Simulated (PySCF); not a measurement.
[PySCF 2.14: GFN2-xTB geometry; NMR shieldings at PBE0/pcSseg-1/GIAO; one averaged value for each set of equivalent atoms; gas phase; one computed conformer; relativity neglected]

Referencing at the same level of theory: TMS for 1H and 13C. Shifts are as computed. Against solution values, carbons near 30 ppm lie about +3 ppm off and those near 130 ppm about +5 ppm; carbons on Cl a further +6 ppm. Of 1211 compounds with measured shifts, 218 miss one by over three times the rms of a fit or turn the order of signals round; such compounds aren't used in these exercises. Carbons bonded to Cl come out too deshielded.

(1) Order these molecules by the shift of their most shielded carbon, lowest δ first.
A. C=CC[SiH2]/C=C\[SiH3]
B. C#Cc1ccc(C#N)cc1
C. [SiH3]CCC1=C[SiH2]C1
D. Clc1pccc2ccccc12

(2) Order these molecules by the shift of their most shielded carbon-bound hydrogen, lowest δ first.
A. Clc1pccc2ccccc12
B. C#Cc1ccc(C#N)cc1
C. C=C[C@@H](Cl)[SiH2]OC
D. [SiH3]CCC1=C[SiH2]C1
E. C=CC[SiH2]/C=C\[SiH3]

(3) How many 13C and 1H signals does each give (equivalence by symmetry and fast rotation, but not about amide C–N or C=N bonds)? `Clc1pccc2ccccc12`, `C=CC[SiH2]/C=C\[SiH3]`, `C#Cc1ccc(C#N)cc1`, `[SiH3]CCC1=C[SiH2]C1`, `C=C[C@@H](Cl)[SiH2]OC`, `C=C(C)C/C=C(\C)C(Cl)Cl`

Results:

(1) C (11.7 ppm, sp3 CH2 bonded to Si), A (23.2 ppm, allylic sp3 CH2 bonded to Si), B (87.9 ppm, alkyne carbon), D (129.2 ppm, aromatic CH).

(2) D (0.97 ppm, hydrogen on an sp3 CH2 bonded to Si), E (1.89 ppm, hydrogen on an allylic sp3 CH2 bonded to Si), B (3.14 ppm, hydrogen on a terminal alkyne carbon), C (3.78 ppm, hydrogen on a methyl carbon bonded to O), A (7.98 ppm, hydrogen on an aromatic CH).

(3) Clc1pccc2ccccc12: 9 C, 6 H; C=CC[SiH2]/C=C\[SiH3]: 5 C, 8 H; C#Cc1ccc(C#N)cc1: 7 C, 3 H; [SiH3]CCC1=C[SiH2]C1: 5 C, 6 H; C=C[C@@H](Cl)[SiH2]OC: 4 C, 7 H; C=C(C)C/C=C(\C)C(Cl)Cl: 8 C, 7 H.
